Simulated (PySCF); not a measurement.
**Which element holds H most strongly?**

CCSD(T) in PySCF with def2-TZVPPD on every atom (core potentials on In, Sn), for the lowest determinant that a PBE0 search found; no spin–orbit coupling. D0 is De less the harmonic zero-point energy.

| M | state (unpaired electrons) | Re (Å) | ωe (cm⁻¹) | D0(MH) (eV) |
| --- | --- | --- | --- | --- |
| Ge | doublet (π ↑) | 1.591 | 1907 | 2.81 |
| Zn | doublet (σ ↑) | 1.590 | 1603 | 0.93 |
| P | triplet (π ↑↑) | 1.425 | 2362 | 2.93 |
| Sn | doublet (π ↑) | 1.766 | 1731 | 2.56 |
| In | singlet (closed shell) | 1.837 | 1486 | 2.65 |
| Co | triplet (π ↑, δ ↑) | 1.511 | 1853 | 2.15 |
| Ni | doublet (δ ↑) | 1.454 | 1975 | 2.86 |

Q: Order the elements by D0 and give the energy of GeH + Sn → SnH + Ge.

A: P > Ni > Ge > In > Sn > Co > Zn; ΔE = 2.81 − 2.56 = +0.25 eV at CCSD(T)/def2-TZVPPD. Close neighbours can swap at other levels.

Correlated steps freeze the inner cores (4 to 9 orbitals); shallow outer-core shells are correlated. UHF and ROHF references stand side by side, which adds small steps between rows. These are scalar-relativistic numbers at best; spin–orbit coupling would shift them, the dissociation energy most. Where the molecule has an RHF reference, its open-shell atoms are computed with UHF. The CCSD T1 diagnostic is raised in CoH, NiH, a sign that a single reference may not be enough there. States were picked by a PBE0 search and need not be the measured ground states.
